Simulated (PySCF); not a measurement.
C2H7FSSi.
Atom-mapped SMILES: `[CH3:1][S:2][SiH2:3][CH2:4][F:5]` (hydrogens: H6, H7, H8 on C1; H9, H10 on Si3; H11, H12 on C4)

Computed by this run: PySCF 2.14.0, PBE0-D3(BJ)/def2-SVP geometry optimisation, gas phase; density fitting, grid level 1; the optimiser is geomeTRIC in internal coordinates, started from a GFN2-xTB structure with every atom displaced at random (about 0.01 Å).

Step 0: E = -23596.4202 eV
```
atom  x, y, z in Å  |  force x, y, z in eV/Å
C1      2.1367    0.8374    0.1267   -1.122   1.657  -0.526
S2      0.4947    1.5898    0.5301    0.275  -0.030   0.040
Si3    -0.7816   -0.0725    0.0568    0.648   0.753   0.995
C4     -2.4987    0.5409    0.4276   -1.838  -0.685   0.240
F5     -3.4304   -0.4807    0.1440    0.528   0.079   0.044
H6      2.1303    0.5905   -0.9289    0.253  -0.255  -0.437
H7      2.8732    1.6199    0.3208    0.186   0.059   0.029
H8      2.3066   -0.0007    0.7429    0.399  -1.377   0.900
H9     -0.6129   -0.4030   -1.3284    0.008  -0.444  -1.135
H10    -0.4141   -1.2030    0.9317   -0.058  -0.378   0.075
H11    -2.8324    1.3863   -0.1784    0.331   0.492  -0.174
H12    -2.6740    0.8070    1.4864    0.391   0.129  -0.052
```

Step 1: E = -23596.5865 eV
```
atom  x, y, z in Å  |  force x, y, z in eV/Å
C1      2.1206    0.8618    0.1290    0.043  -0.351   0.275
S2      0.5274    1.6330    0.5591   -0.057   0.010  -0.011
Si3    -0.7651   -0.0017    0.0740   -0.134  -0.149  -0.183
C4     -2.5531    0.5292    0.4315    0.249  -0.010  -0.021
F5     -3.3623   -0.5659    0.2079   -0.062   0.076  -0.003
H6      2.1545    0.5773   -0.9311    0.023   0.010  -0.037
H7      2.9032    1.6050    0.3285    0.006   0.016  -0.006
H8      2.3052   -0.0310    0.7627   -0.004   0.291  -0.224
H9     -0.6497   -0.3965   -1.3683    0.043   0.078   0.058
H10    -0.4786   -1.2261    0.8779    0.095   0.022   0.085
H11    -2.8569    1.3674   -0.2176   -0.093  -0.009  -0.014
H12    -2.6479    0.8595    1.4778   -0.109   0.017   0.083
```

**Question.** Estimate the geometry and energy of step 2. (The exact step hangs on the optimiser's Hessian estimate; all steps are aligned on step 1, rigid shifts and turns removed.)

**Answer.** E = -23596.5962 eV, largest force 0.105 eV/Å
```
atom  x, y, z in Å  |  force x, y, z in eV/Å
C1      2.1242    0.8583    0.1302   -0.009  -0.054   0.051
S2      0.5198    1.6164    0.5561    0.036   0.017  -0.002
Si3    -0.7713   -0.0182    0.0700   -0.050  -0.080  -0.044
C4     -2.5546    0.5318    0.4332    0.066   0.015   0.014
F5     -3.3858   -0.5454    0.2066   -0.059  -0.051  -0.013
H6      2.1681    0.5819   -0.9327    0.001   0.014  -0.008
H7      2.8956    1.6127    0.3333   -0.004   0.016  -0.007
H8      2.3260   -0.0269    0.7528   -0.014   0.044  -0.027
H9     -0.6401   -0.4003   -1.3706   -0.006   0.021   0.013
H10    -0.4597   -1.2311    0.8867    0.015   0.028   0.021
H11    -2.8622    1.3701   -0.2153    0.022   0.024   0.002
H12    -2.6627    0.8627    1.4810    0.004   0.006  -0.002
```

The energy changes by -0.0098 eV. The first-order estimate −F·Δx gives -0.0173 eV and the mean of the old and new forces, exact on a quadratic surface, -0.0098 eV. The step makes an angle of 66° with the force vector and moves no atom by more than 0.031 Å.

The cost below is that of the whole optimisation. On one thread, Arm Neoverse V2 (aarch64), shared host, this took 34 s of wall time and 0.45 GiB of memory at its peak.
